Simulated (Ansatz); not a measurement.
Isolated molecules relaxed with PBE0-D4/def2-TZVP in Ansatz; ΔE leaves out vibrations. CCSD(T)/CBS adds triple-zeta CCSD(T) − MP2 to the extrapolated MP2 energy (def2 sets, frozen cores). This one scheme is used for every species. Functionals use def2-TZVPP. For Se outer-core shells are correlated without core-valence functions, which leaves a few kJ/mol of doubt a bond. Scalar relativity is left out up to krypton. One conformer a species, not always the lowest.

`[SiH3]CC[SeH]` + `B1CN1` → `[SiH3]N1BC1` + `CC[SeH]`  (ligand exchange at the Si–C bond)

```json
{"level": "r2SCAN-D4", "ΔE (kcal/mol)": "-18.9"}
{"level": "B2PLYP", "ΔE (kcal/mol)": "-20.0"}
{"level": "r2SCAN", "ΔE (kcal/mol)": "-19.0"}
{"level": "MP2/def2-TZVPP", "ΔE (kcal/mol)": "-19.8"}
```

(1) What does CCSD(T)/CBS give? (Estimate.)

Largest T1 diagnostic among the species: 0.013.

Results:

(1) Ansatz gave: -19.1 kcal/mol. The listed levels differ from it by 0.2, -0.9, 0.1, -0.7 kcal/mol.

From PBE to PBE0 (25 % exact exchange), in def2-TZVPP and without D4, ΔE moves by −0.9 kcal/mol. In def2-TZVPP, CCSD(T) changes the Hartree–Fock value by +4.3 kcal/mol (the triples alone add +0.5 kcal/mol) and MP2 by +3.7 kcal/mol.
